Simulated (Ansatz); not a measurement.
Job for Ansatz (a first-principles code): R-wB97X-V/def2-TZVPP on CH6Si (SMILES C[SiH3]).

Ansatz 0.2 input:
```yaml
crystal:
  periodic: [false, false, false]
  atoms:
    - {symbol: Si, position_ang: [-0.88210912, 0.10077935, -0.01978646]}
    - {symbol: C, position_ang: [0.98140936, -0.11213304, 0.02203621]}
    - {symbol: H, position_ang: [-1.48864593, -0.80321006, -1.02752782]}
    - {symbol: H, position_ang: [-1.24058675, 1.49685856, -0.37061596]}
    - {symbol: H, position_ang: [-1.47358092, -0.21346948, 1.30385831]}
    - {symbol: H, position_ang: [1.25003681, -1.13817145, 0.27983566]}
    - {symbol: H, position_ang: [1.43220665, 0.55124610, 0.76236473]}
    - {symbol: H, position_ang: [1.42116990, 0.11810002, -0.95006468]}
basis:
  gaussian:
    orbitals: def2-TZVPP
hamiltonian:
  xc: {name: wB97X-V}
scf: {lower_state_search: off}
```

Program output:

```
WARN ansatz: RAYON_NUM_THREADS=4 ignored (pool sized by the plan → 4); use --threads N
Functional definition: wB97X-V
these checks for a lower state are left out or cut short: stability, starts, cluster_reference, orbital_swaps, neighbouring_geometries, increment
integrals: 0.07 GiB planned
825 factors; their error is unknown
integrals: 0.11 GiB planned
217 factors; integrals over basis functions are off by at most 1.1e-5 eV
mean field: 0.73 GiB planned
mean field evaluation 1: about -9009.3775 eV, gradient 3.2e1 eV
mean field evaluation 2: about -9010.4758 eV, gradient 2.3e1 eV
mean field evaluation 4: about -9011.6643 eV, gradient 2.3e-1 eV
mean field evaluation 8: about -9011.6711 eV, gradient 3.4e-2 eV
mean field -9011.67107978 eV, -331.1728038517 hartree, gradient 7.7e-6 eV, S^2 0.000000; 0 other end points of the search recorded, 0 dependent functions left out
reference -9011.67107784 eV, -331.1728037805 hartree; 13, 13 occupied and 144, 144 virtual orbitals, 825 factors
Total energy: -9011.67107784 eV, -331.1728037805 hartree
Checks for a lower state left out: stability, starts, cluster_reference, orbital_swaps, neighbouring_geometries, increment
```

The calculation finished and met its thresholds.

Cost: around 5 core-seconds (rough).
